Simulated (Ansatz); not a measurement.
`Cl[SiH2][O][GeH3]` + H–F → `F[SiH2][O][GeH3]` + HCl  (ligand exchange at the Si–Cl bond)

Isolated molecules relaxed with PBE0-D4/def2-TZVP in Ansatz; ΔE leaves out vibrations. CCSD(T)/CBS adds triple-zeta CCSD(T) − MP2 to the extrapolated MP2 energy (def2 sets, frozen cores). This one scheme is used for every species. Functionals use def2-TZVPP. HSE06 is defined as in plane-wave codes. For Ge outer-core shells are correlated without core-valence functions, which leaves a few kJ/mol of doubt a bond. Scalar relativity is left out up to krypton. Each species was taken in one conformer, which may not be the lowest.

```
            species  HSE06 energy (Eh)
`Cl[SiH2][O][GeH3]`        -2904.45497
                H–F         -100.38998
 `F[SiH2][O][GeH3]`        -2544.20229
                HCl         -460.65753
```

Q: Work out ΔE.

A: ΔE = (-2544.20229) + (-460.65753) − (-2904.45497) − (-100.38998) = -0.01487 Eh = -0.40 eV. CCSD(T)/CBS gives -0.43 eV.

Q: What do rigid-rotor, harmonic-oscillator terms from PBE0-D4/def2-TZVP frequencies (298.15 K, 1 bar) make of the CCSD(T)/CBS value? (Estimate.)

A: Ansatz gave: ΔZPE = -0.04 eV, ΔH = -0.48 eV, ΔS = 1 J/(mol·K), ΔG = -0.48 eV. Modes under 50 cm⁻¹ make the entropy rough.

Largest T1 diagnostic among the species: 0.012.

The D4 term adds +0.07 eV with B3LYP and +0.04 eV with PBE0; it sums over pairs of atoms, weighted by their polarisabilities, and B3LYP, whose exchange is more repulsive, gets the larger term. At CCSD(T), def2-SVP lies −0.05 eV from the extrapolated value and def2-TZVPP −0.05 eV.

B3LYP here is the variant with VWN-RPA as its local correlation; programs differ in this.
